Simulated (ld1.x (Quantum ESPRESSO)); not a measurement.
P: TM pseudisation with PBE, scalar-relativistic reference atom.

The input file (ld1.x (Quantum ESPRESSO) 7.5):

```
&input
   title='P', zed=15., rel=1, dft='PBE', iswitch=3,
   config='[Ne] 3s2 3p3',
   nld=2, rlderiv=1.35, eminld=-3.0, emaxld=5.0, deld=0.02
 /
 &inputp
   pseudotype=2, tm=.true., lloc=0,
   nlcc=.false.,
   file_pseudopw='P.UPF', file_wfcaegen='ae.wfc', file_wfcncgen='nc.wfc', file_beta='beta', file_chi='chi'
 /
2
3P  2  1   3.00   0.00  1.25  1.25  0.0
3S  1  0   2.00   0.00  1.15  1.15  0.0
 &test
   configts(1)='3s2 3p3'
 /
```

Command:

```bash
ld1.x < P.in > P.out
```

Resulting log (shortened: banner, matrices, multipoles, cross overlaps and the repeated all-electron block are left out):

```
Program LD1 v.7.5
     --------------------------- All-electron run ----------------------------

     P
     scalar relativistic calculation

     atomic number is 15.00
     dft =PBE   lsd =0 sic =0 latt =0  beta=0.20 tr2=1.0E-14
     Exchange-correlation= PBE
                           (   1   4   3   4   0   0   0)
     mesh =1147 r(mesh) = 101.18493 a.u. xmin = -7.00 dx = 0.01250
     1 Ry =  13.60569312 eV, c = 137.03599908

     n l     nl                  e(Ry)          e(Ha)          e(eV)
     1 0     1S 1( 2.00)      -153.1838       -76.5919     -2084.1715
     2 0     2S 1( 2.00)       -12.7881        -6.3941      -173.9915
     2 1     2P 1( 6.00)        -9.1501        -4.5751      -124.4937
     3 0     3S 1( 2.00)        -1.0267        -0.5134       -13.9693
     3 1     3P 1( 3.00)        -0.4047        -0.2024        -5.5068

     final scf error:  5.1E-15 reached in  24 iterations

     Etot =    -683.805637 Ry,    -341.902819 Ha,   -9303.649656 eV

     Ekin =     685.944791 Ry,     342.972395 Ha,    9332.754320 eV
     Encl =   -1630.856241 Ry,    -815.428120 Ha,  -22188.929539 eV
     Eh   =     307.091979 Ry,     153.545990 Ha,    4178.199232 eV
     Exc  =     -45.986166 Ry,     -22.993083 Ha,    -625.673668 eV

     normalization and overlap integrals

     s(1S/1S) =  1.000000  <r> =   0.1036  <r2> =    0.0144  r(max) =   0.0675
     s(2S/2S) =  1.000000  <r> =   0.5197  <r2> =    0.3221  r(max) =   0.4187
     s(2P/2P) =  1.000000  <r> =   0.4853  <r2> =    0.2957  r(max) =   0.3559
     s(3S/3S) =  1.000000  <r> =   1.8959  <r2> =    4.1855  r(max) =   1.5753
     s(3P/3P) =  1.000000  <r> =   2.3728  <r2> =    6.7870  r(max) =   1.8302

     ------------------------ End of All-electron run ------------------------

     --------------------- Generating NC pseudopotential ---------------------

      Generating local pot.: lloc=0, matching radius rcloc =   1.1500

      Wfc   3P  rcut= 1.242  Using Troullier-Martins method

     ------------------- End of pseudopotential generation -------------------

     Computing logarithmic derivative in   1.34746
     Computing logarithmic derivative in   1.34746
     Computing the partial wave expansion
       no projector for channel:   0
     R is outside the sphere for l=    1 j= 0.00

     ---------------------- Testing the pseudopotential ----------------------

     P
     scalar relativistic calculation

     atomic number is 15.00   valence charge is  5.00
     dft =PBE   lsd =0 sic =0 latt =0  beta=0.20 tr2=1.0E-14
     mesh =1147 r(mesh) = 101.18493 xmin = -7.00 dx = 0.01250

     n l     nl             e AE (Ry)        e PS (Ry)    De AE-PS (Ry)
     1 0     3S   1( 2.00)       -1.02672       -1.02672       -0.00001
     2 1     3P   1( 3.00)       -0.40475       -0.40473       -0.00001

     eps = 4.0E-15  iter = 15

     Etot =    -683.805637 Ry,    -341.902819 Ha,   -9303.649656 eV
     Etotps =   -12.811237 Ry,      -6.405619 Ha,    -174.305766 eV

     Ekin =       4.732202 Ry,       2.366101 Ha,      64.384891 eV
     Encl =     -24.383186 Ry,     -12.191593 Ha,    -331.750145 eV
     Ehrt =      10.407406 Ry,       5.203703 Ha,     141.599966 eV
     Ecxc =      -2.952890 Ry,      -1.476445 Ha,     -40.176115 eV
     Epseu=      -0.614769 Ry,      -0.307385 Ha,      -8.364363 eV

     ---------------------- End of pseudopotential test ----------------------
```

Generation and configuration tests took about 0.73 s on one core of a shared server CPU.

Transferability test of the new file with ld1.x, input:

```
&input
   title='P', zed=15., rel=1, dft='PBE', iswitch=2,
   config='[Ne] 3s2 3p3'
 /
 &test
   file_pseudo='P.UPF', nconf=8,
   configts(1)='3s2 3p3',
   configts(2)='3s2 3p2',
   configts(3)='3s2 3p1',
   configts(4)='3s2 3p0',
   configts(5)='3s1 3p4',
   configts(6)='3s2 3p2.5',
   configts(7)='3s0 3p5',
   configts(8)='3s2 3p3.3'
 /
```

```bash
ld1.x < P.test.in > P.test.out
```

Pseudopotential blocks of its output, shortened (energy terms left out):

```
     ---------------------- Testing the pseudopotential ----------------------

     n l     nl             e AE (Ry)        e PS (Ry)    De AE-PS (Ry)
     1 0     3S   1( 2.00)       -1.02672       -1.02672       -0.00001
     2 1     3P   1( 3.00)       -0.40475       -0.40473       -0.00001

     eps = 4.0E-15  iter = 15

     Etot =    -683.805637 Ry,    -341.902819 Ha,   -9303.649656 eV
     Etotps =   -12.811237 Ry,      -6.405619 Ha,    -174.305766 eV

     ---------------------- End of pseudopotential test ----------------------

          ---------------------- Testing the pseudopotential ----------------------

     n l     nl             e AE (Ry)        e PS (Ry)    De AE-PS (Ry)
     1 0     3S   1( 2.00)       -1.71157       -1.71072       -0.00085
     2 1     3P   1( 2.00)       -1.04479       -1.04413       -0.00066

     eps = 1.2E-16  iter = 12

     Etot =    -683.090526 Ry,    -341.545263 Ha,   -9293.920070 eV
     Etotps =   -12.096361 Ry,      -6.048181 Ha,    -164.579380 eV
     dEtot_ae =       0.715111 Ry
     dEtot_ps =       0.714876 Ry,   Delta E=       0.000235 Ry

     ---------------------- End of pseudopotential test ----------------------

          ---------------------- Testing the pseudopotential ----------------------

     n l     nl             e AE (Ry)        e PS (Ry)    De AE-PS (Ry)
     1 0     3S   1( 2.00)       -2.49572       -2.49337       -0.00236
     2 1     3P   1( 1.00)       -1.78418       -1.78198       -0.00220

     eps = 4.5E-15  iter = 17

     Etot =    -681.683247 Ry,    -340.841624 Ha,   -9274.773072 eV
     Etotps =   -10.690346 Ry,      -5.345173 Ha,    -145.449568 eV
     dEtot_ae =       2.122390 Ry
     dEtot_ps =       2.120891 Ry,   Delta E=       0.001498 Ry

     ---------------------- End of pseudopotential test ----------------------

          ---------------------- Testing the pseudopotential ----------------------

     n l     nl             e AE (Ry)        e PS (Ry)    De AE-PS (Ry)
     1 0     3S   1( 2.00)       -3.35247       -3.34747       -0.00500
     2 1     3P   1( 0.00)       -2.59815       -2.59239       -0.00575  !

     eps = 3.1E-15  iter = 12

     Etot =    -679.497469 Ry,    -339.748735 Ha,   -9245.034047 eV
     Etotps =    -8.508153 Ry,      -4.254076 Ha,    -115.759313 eV
     dEtot_ae =       4.308168 Ry
     dEtot_ps =       4.303085 Ry,   Delta E=       0.005083 Ry

     ---------------------- End of pseudopotential test ----------------------

          ---------------------- Testing the pseudopotential ----------------------

     n l     nl             e AE (Ry)        e PS (Ry)    De AE-PS (Ry)
     1 0     3S   1( 1.00)       -1.07856       -1.07692       -0.00164
     2 1     3P   1( 4.00)       -0.44625       -0.44600       -0.00025

     eps = 7.9E-16  iter = 15

     Etot =    -683.178392 Ry,    -341.589196 Ha,   -9295.115554 eV
     Etotps =   -12.184538 Ry,      -6.092269 Ha,    -165.779085 eV
     dEtot_ae =       0.627245 Ry
     dEtot_ps =       0.626700 Ry,   Delta E=       0.000545 Ry

     ---------------------- End of pseudopotential test ----------------------

          ---------------------- Testing the pseudopotential ----------------------

     n l     nl             e AE (Ry)        e PS (Ry)    De AE-PS (Ry)
     1 0     3S   1( 2.00)       -1.35452       -1.35418       -0.00034
     2 1     3P   1( 2.50)       -0.71036       -0.71011       -0.00025

     eps = 8.7E-15  iter = 15

     Etot =    -683.528192 Ry,    -341.764096 Ha,   -9299.874819 eV
     Etotps =   -12.533833 Ry,      -6.266917 Ha,    -170.531486 eV
     dEtot_ae =       0.277445 Ry
     dEtot_ps =       0.277404 Ry,   Delta E=       0.000041 Ry

     ---------------------- End of pseudopotential test ----------------------

          ---------------------- Testing the pseudopotential ----------------------

     n l     nl             e AE (Ry)        e PS (Ry)    De AE-PS (Ry)
     1 0     3S   1( 0.00)       -1.12597       -1.12247       -0.00351
     2 1     3P   1( 5.00)       -0.48451       -0.48375       -0.00076

     eps = 5.2E-16  iter =  9

     Etot =    -682.541430 Ry,    -341.270715 Ha,   -9286.449244 eV
     Etotps =   -11.549814 Ry,      -5.774907 Ha,    -157.143231 eV
     dEtot_ae =       1.264207 Ry
     dEtot_ps =       1.261423 Ry,   Delta E=       0.002784 Ry

     ---------------------- End of pseudopotential test ----------------------

          ---------------------- Testing the pseudopotential ----------------------

     n l     nl             e AE (Ry)        e PS (Ry)    De AE-PS (Ry)
     1 0     3S   1( 2.00)       -0.84720       -0.84731        0.00011
     2 1     3P   1( 3.30)       -0.23793       -0.23799        0.00005

     eps = 4.9E-15  iter = 12

     Etot =    -683.901688 Ry,    -341.950844 Ha,   -9304.956491 eV
     Etotps =   -12.907300 Ry,      -6.453650 Ha,    -175.612768 eV
     dEtot_ae =      -0.096051 Ry
     dEtot_ps =      -0.096063 Ry,   Delta E=       0.000012 Ry

     ---------------------- End of pseudopotential test ----------------------
```
